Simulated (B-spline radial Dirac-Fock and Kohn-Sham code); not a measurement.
## Core and valence levels of Yb⁵⁵⁺

System: ytterbium as Yb⁵⁵⁺, [Ne] 3s2 3p3; nuclear rms radius 5.3108 fm (A = 174).

These are calculated numbers from a B-spline atomic structure program; the model is Dirac-Fock energy differences between relaxed states, corrected for Breit and QED terms. Electron correlation is not included. Energies are counted from the vacuum level. Subshells whose hole state is unreliable or did not converge are left out.

All terms are in eV, carry their sign (relaxation lowers the binding energy) and add up to the binding energy; ⟨r⟩ is the mean radius of the orbital in the initial state.

```tsv
subshell	−ε (Koopmans)	relaxation	Breit	QED	binding energy	⟨r⟩ (bohr)
1s	65876.3	-29.87	-189.86	-99.63	65556.9	0.020
2s	14560.9	-5.77	-21.05	-14.60	14519.5	0.082
2p3/2	13013.4	-6.79	-20.58	-1.40	12984.6	0.075
3s	5788.3	-0.63	-5.05	-3.96	5778.6	0.199
3p	5439.1	-0.68	-5.94	-0.35	5432.2	0.198
```

For the deepest level, K (1s), the Breit terms make up -0.290 % of the binding energy, QED -0.152 % and orbital relaxation -0.046 %.

Going to the tabulated ground configuration of the next ion removes an electron from M2,3 (3p), computed at 5432.2 eV. NIST lists 5339 ± 5 eV as the ionisation energy of this species (theoretical), -93.15 eV from the computed value. Where a p, d or f shell is open in either ion the computed value averages over both j values and all terms, while the table refers to the lowest levels; that difference holds spin-orbit splitting (largest in heavy or highly charged ions), term energies where several electrons share open shells, and correlation, and it can reach 10 % or more.
